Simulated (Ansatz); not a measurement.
Reaction (formal exchange of groups at a Ge–C bond): `C/C(F)=[CH]/[GeH3]` + `O[SiH](F)S` → `F[SiH](S)[GeH3]` + `C/C(F)=C\O`

Gas-phase electronic energies from Ansatz, PBE0-D4/def2-TZVP geometries. CCSD(T)/CBS adds triple-zeta CCSD(T) − MP2 to the extrapolated MP2 energy (def2 sets, frozen cores). Double bonds are as drawn, so ΔE can hold a change between cis and trans. DFT in def2-TZVPP. For Ge outer-core shells are correlated without core-valence functions, which leaves a few kJ/mol of doubt a bond. Scalar relativity is left out up to krypton. One conformer a species, not always the lowest.

`C/C(F)=[CH]/[GeH3]`:

Cartesian coordinates in Å:
```
C -1.214 -0.596 1.645
C -0.425 0.080 0.589
F -0.479 1.424 0.719
C 0.279 -0.443 -0.402
Ge 1.249 0.627 -1.692
H -0.836 -0.321 2.633
H -1.163 -1.677 1.531
H -2.260 -0.280 1.595
H 0.297 -1.524 -0.474
H 1.938 -0.328 -2.680
H 2.318 1.486 -0.998
H 0.296 1.550 -2.467
```

`O[SiH](F)S`:

```xyz
7

O    -0.878    0.482   -1.329
Si    0.309    0.068   -0.301
F     0.696   -1.474   -0.416
S    -0.357    0.404    1.688
H    -1.767    0.167   -1.155
H     1.495    0.841   -0.696
H     0.501   -0.489    2.209
```

`F[SiH](S)[GeH3]`:

Z-matrix (Å, degrees):
```
Si
S 1 2.123
Ge 1 2.377 2 111.0
F 1 1.604 2 111.6 3 -120.7
H 1 1.482 2 104.3 3 123.6
H 2 1.344 1 95.0 3 43.3
H 3 1.536 1 111.6 2 -171.2
H 3 1.536 1 109.3 2 67.9
H 3 1.538 1 109.1 2 -50.8
```

`C/C(F)=C\O`:

Z-matrix (Å, degrees):
```
C
C 1 1.479
H 1 1.094 2 110.7
H 1 1.094 2 110.7 3 119.4
H 1 1.092 2 112.1 3 -120.3
F 2 1.354 1 112.8 3 -59.3
C 2 1.327 1 129.8 3 120.7
O 7 1.357 2 126.9 1 0.0
H 7 1.082 2 120.4 1 -180.0
H 8 0.961 7 109.9 2 0.2
```

| level | ΔE (kJ/mol) |
| --- | --- |
| ωB97M-V | 183.5 |
| MP2/def2-TZVPP | 202.4 |

Q: What does CCSD(T)/CBS give? (Estimate.)

A: The calculation gave: +188.1 kJ/mol. The listed levels differ from it by -4.6, 14.3 kJ/mol.

Largest T1 diagnostic among the species: 0.012.

From PBE to PBE0 (25 % exact exchange), in def2-TZVPP and without D4, ΔE moves by +11.7 kJ/mol.
